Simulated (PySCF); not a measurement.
# Worked example: entropy of an ideal gas

CCuO, SMILES O=[C+][Cu], charge +1, multiplicity 1.

Coordinates come from a PBE-D3(BJ)/def2-TZVP optimisation. The multiplicity is an assumed one; other spin states were not compared.

PBE-D3(BJ)/def2-TZVP (PySCF) gives the harmonic wavenumbers 294, 294, 411, 2213 cm⁻¹ and the rotational temperature 0.1876 K. The molar mass is 91.56 g/mol, the symmetry number 1, the spin multiplicity 1.

**Question.** Work out the entropy at 298.15 K and 1 atm in the rigid-rotor, harmonic-oscillator model.

**Answer.** 
Translation (Sackur–Tetrode at 1 atm): S = R[1.5 ln M + 2.5 ln T − 1.16487] = 165.1 J/(mol K).
Rotation: q = T/(σ θ) = 1590, S = R[ln q + 1] = 69.6 J/(mol K).
Vibration: with u = 1.4388 ν/T, each mode gives R[u/(e^u − 1) − ln(1 − e^−u)]:
```tsv
ν (cm⁻¹)	modes	u	S (J/(mol K))
294	2	1.42	12.14
411	1	1.98	3.86
```
The stiffer modes add less than 0.005 each. Sum 16.0 J/(mol K).
Spin: R ln 1 = 0.0 J/(mol K).
Total 250.7 J/(mol K); the program's own thermochemistry gives 250.7. Translation makes up 66 % and vibration 6 %. Anharmonicity, hindered rotation and orbital degeneracy are left out.
